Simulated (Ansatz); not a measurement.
Gas-phase electronic energies from Ansatz, PBE0-D4/def2-TZVP geometries. CBS: MP2 limit from def2 TZ/QZ plus the TZ coupled-cluster correction, frozen cores. DFT in def2-TZVPP. Each species was taken in one conformer, which may not be the lowest.

Consider the isomerisation: `C=C([SiH3])SC` → `C[SiH2]C(C)=S`.

`C=C([SiH3])SC`:

Cartesian coordinates in Å:
```
C 0.775 -1.207 -1.662
C 0.408 -0.377 -0.680
Si 0.254 -1.033 1.064
S 0.220 1.331 -1.031
C -0.878 1.905 0.272
H 0.991 -2.250 -1.459
H 0.888 -0.873 -2.690
H 0.661 -2.461 1.049
H -1.144 -0.933 1.561
H 1.124 -0.266 1.995
H -1.854 1.423 0.218
H -0.443 1.766 1.263
H -1.003 2.975 0.102
```

`C[SiH2]C(C)=S`:

Cartesian coordinates in Å:
```
C 1.451 -1.116 -1.313
Si -0.140 -0.744 -0.430
C -0.058 0.854 0.587
C -1.283 1.259 1.336
S 1.311 1.720 0.616
H 1.709 -0.306 -1.998
H 2.271 -1.223 -0.600
H 1.360 -2.043 -1.884
H -1.275 -0.589 -1.386
H -0.512 -1.837 0.515
H -2.123 1.375 0.641
H -1.134 2.187 1.887
H -1.575 0.462 2.030
```

```
        species  ωB97M-V energy (Eh)
`C=C([SiH3])SC`           -806.73852
`C[SiH2]C(C)=S`           -806.75948
```

**Question.** Work out ΔE.

**Answer.** ΔE = (-806.75948) − (-806.73852) = -0.02096 Eh = -55.0 kJ/mol. CCSD(T)/CBS gives -55.3 kJ/mol.

Largest T1 diagnostic among the species: 0.014.

In def2-TZVPP, CCSD(T) changes the Hartree–Fock value by −6.1 kJ/mol (the triples alone add −0.8 kJ/mol) and MP2 by −7.2 kJ/mol.
